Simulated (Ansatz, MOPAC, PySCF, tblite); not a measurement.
Bond stretch in AlH, singlet.

Levels: GFN2-xTB, 300 K electronic temperature (tblite); UMP2/6-31G* = unrestricted MP2 (frozen core)/6-31G*, spherical d (PySCF 2.14.0); PM3, restricted, heats of formation (MOPAC); FCI = full CI/aug-cc-pVQZ, frozen core (Ansatz, an electronic-structure program).

Energies relative to the lowest point of each curve near equilibrium, in kcal/mol; the last columns give the difference from FCI:

```tsv
R / Å	GFN2-xTB	UMP2/6-31G*	PM3	FCI	GFN2-xTB − FCI	UMP2/6-31G* − FCI	PM3 − FCI
1.22	36.7	46.9	30.9	42.4	-5.8	4.5	-11.6
1.34	12.8	21.1	16.4	18.2	-5.4	2.9	-1.8
1.40	6.7	13.0	10.8	10.8	-4.1	2.2	0.0
1.49	1.8	5.2	4.6	3.9	-2.2	1.3	0.7
1.57	0.1	1.5	1.3	0.9	-0.8	0.6	0.4
1.58	0.0	1.2	1.0	0.7	-0.7	0.6	0.3
1.66	0.1	0.0	0.0	0.0	0.1	0.0	0.0
1.68	0.3	0.0	0.0	0.1	0.2	-0.1	0.0
1.79	2.2	1.2	1.9	1.8	0.4	-0.6	0.1
1.82	2.9	1.8	2.8	2.6	0.3	-0.7	0.2
1.90	5.1	4.2	5.6	5.1	0.0	-0.9	0.5
2.03	9.3	9.7	11.0	10.2	-1.0	-0.5	0.7
2.24	17.6	20.0	19.6	19.6	-2.0	0.4	0.0
2.47	27.8	34.5	29.9	30.0	-2.1	4.6	-0.1
2.69	38.2	44.4	41.7	39.1	-0.9	5.3	2.5
2.93	49.8	50.5	54.8	47.8	2.0	2.7	6.9
3.34	68.3	55.4	72.7	59.2	9.1	-3.7	13.5
3.71	81.6	57.3	85.0	65.8	15.8	-8.5	19.2
4.02	—	58.0	93.3	69.1	—	-11.2	24.2
4.41	—	58.4	101.5	71.4	—	-13.0	30.2
5.00	—	58.6	110.3	72.7	—	-14.1	37.6
5.80	—	58.7	117.6	73.1	—	-14.4	44.5
6.62	—	58.7	122.2	73.2	—	-14.5	49.0
```

GFN2-xTB is furthest from FCI at 3.71 (15.8 kcal/mol, above); its mean absolute difference over the points is 2.9 kcal/mol.

UMP2/6-31G* is furthest from FCI at 6.62 (-14.5 kcal/mol, below); its mean absolute difference over the points is 4.7 kcal/mol.

PM3 is furthest from FCI at 6.62 (49.0 kcal/mol, above); its mean absolute difference over the points is 10.6 kcal/mol.

Dashes: no converged value, or the column stops at the first point that the program doubted or that broke a chosen test of continuity, which isn't proof of a fault.

The unrestricted determinant behind UMP2/6-31G* is spin-contaminated at 1.22 to 1.82, 2.47 to 6.62 Å (<S²> up to 1.0, against 0.00 for a pure singlet). The restricted form behind PM3 keeps the bonding electrons paired and can't separate into open-shell fragments.
